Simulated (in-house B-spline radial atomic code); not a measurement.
S⁺. Computed with a B-spline radial atomic code. Model: all-electron spherical atom, spin shells full or empty, radial basis limit, no spin-orbit coupling, Breit or QED, empty-state partial waves extrapolated as (l+1/2)^-4, RPA, G0W0 and static COHSEX of the highest shell as one setting changes (uncorrelated shells keep exact exchange).

Empty levels are discrete states of a finite basis, so the steps are uneven.

Given: element S; charge 1; filled core Ne; hamiltonian non-relativistic; mean-field start Hartree-Fock; highest l of empty states 9; lowest nl shells left uncorrelated 0; highest mean-field shell 3p up; box radius 23.78 bohr.

Shell: 3s 1 1, 3p 3 0 (electrons up and down).

```
highest empty level kept (hartree)  RPA correlation energy (hartree)  G0W0 level (eV)  G0W0 minus most complete (meV)  COHSEX level (eV)  linearised minus solved G0W0 (meV)
                              1.33                          -0.10627          -23.108                           678.6            -23.648                                -0.1
                              2.67                                 ?                ?                               ?                  ?                                   ?
                              4.67                          -0.18611           -23.44                             346            -24.455                                   0
                                 8                          -0.25747          -23.571                           215.6            -24.793                                   0
                             13.33                          -0.32858          -23.639                           147.7            -24.963                                   0
                                24                          -0.42915          -23.694                            92.2              -25.1                                   0
                                40                          -0.52033           -23.73                            55.9            -25.193                                -0.1
                                80                          -0.59587          -23.755                            31.4             -25.26                                -0.1
                               160                                 ?                ?                               ?                  ?                                   ?
                            333.33                          -0.71586          -23.782                             4.4            -25.336                                -0.1
                               800                           -0.7463          -23.785                             0.9            -25.345                                -0.1
                            2666.7                           -0.7627          -23.786                               0            -25.347                                -0.1
```

Q: What follows for highest empty level kept = 160?

A: RPA correlation energy -0.66514 hartree; G0W0 level -23.774 eV; G0W0 minus most complete 12.3 meV; COHSEX level -25.314 eV; linearised minus solved G0W0 -0.1 meV.

Q: What follows for highest empty level kept = 2.67?

A: RPA correlation energy -0.14525 hartree; G0W0 level -23.29 eV; G0W0 minus most complete 495.9 meV; COHSEX level -24.091 eV; linearised minus solved G0W0 0 meV.
